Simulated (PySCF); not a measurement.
digallium oxide (Ga2O), SMILES [O]([Ga])[Ga] (connectivity only; charge and spin as stated), neutral, multiplicity 1. Atoms are numbered in the order given.

```xyz
3

Ga     0.0000     0.0000     1.8006
O      0.0000     0.0000     0.0000
Ga     0.0000     0.0000    -1.8006
```

Coordinates come from a PBE0-D3(BJ)/def2-TZVP optimisation.

Two levels are set side by side: PBE/pcSseg-2 (PySCF) and PBE0/pcSseg-2 (PySCF). GIAO shifts against H2O (¹⁷O) at the same level; non-relativistic, no solvent, atoms listed together averaged. Differences are taken from unrounded values.

```json
[
 {"quantity": "δ(¹⁷O) of O2 (ppm)", "PBE0": "453.6"}
]
```

**Question.** What does PBE give, and how far is it from PBE0? (The exact figures need the calculation; the answer reports its results.)

**Answer.** 
```json
[
 {"quantity": "δ(¹⁷O) of O2 (ppm)", "PBE": "486.1", "PBE minus PBE0": "32.5"}
]
```

Rough cost on one machine, each run with all the roots and properties that it gave: PBE0 against PBE within a factor of 2.
